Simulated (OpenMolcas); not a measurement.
Cr2+ (d4) among equal point charges was computed by CASSCF with the d shell active (OpenMolcas, ANO-RCC-VDZP on the metal). Its lowest spin-free states, and all those of the highest spin:

| 2S+1 | Degeneracy | E (cm-1) |
| --- | --- | --- |
| 5 | 1 | 0.0 |
| 5 | 2 | 2444 |
| 5 | 2 | 6840 |
| 3 | 2 | 20482 |
| 3 | 2 | 20943 |
| 3 | 2 | 21666 |
| 3 | 2 | 22175 |
| 3 | 1 | 22819 |
| 3 | 2 | 23349 |
| 3 | 2 | 23611 |
| 3 | 2 | 24047 |
| 3 | 1 | 24163 |

Question: Is the site octahedral, tetrahedral or cube-like, axial, or of lower symmetry?

Answer: The states with 2S+1 = 5 have orbital degeneracies 1, 2, 2. There are pairs but no triples, so the site is axial: not cubic, but with a proper or improper axis of order three or more. The run had Cr2+ among 2 point charges of -1 e arranged as a linear pair (D∞h), 2.14 Å from the ion.

Without dynamic correlation the repulsion within the d shell is too large (B by tens of per cent), so at a given field states of lower spin stand too high. Point charges carry no covalency, so the field is a model and not that of real ligands. No measured value stands beside these numbers.
